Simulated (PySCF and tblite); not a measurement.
Values are calculated unless marked as measured or tabulated.
System: C4H9ClSi, numbered as in [Cl:1][C@H:2]1[CH2:3][CH2:4][SiH2:5][CH2:6]1.

For the inversion of the 5-membered ring (2–3–4–5–6): electronic barrier 5.69 kcal/mol, zero-point change -0.13 kcal/mol, thermal and entropy terms at 350 K a further 0.49 kcal/mol (symmetry numbers apart). The minimum is C1, the saddle C1. Level: BP86/pcSseg-1 + D3(BJ) on GFN2-xTB stationary points, with GFN2-xTB thermal terms. Rate constants are transition-state-theory values, counting equivalent paths, without tunnelling. Programs: tblite and PySCF.

(1) How many equivalent paths lead out of the minimum?

(2) Work out the rate at 350 K.

Answers

(1) 1: the symmetry number of the minimum is 1, that of the saddle displaced along its mode 1.

(2) ΔG‡ = 6.05 kcal/mol; k_B T/h = 7.3×10¹² s⁻¹; exp(−ΔG‡/RT) = 0.00017; times 1 gives k = 1.2×10⁹ s⁻¹. Wigner's tunnelling factor for the 65i cm⁻¹ mode would be 1.00.
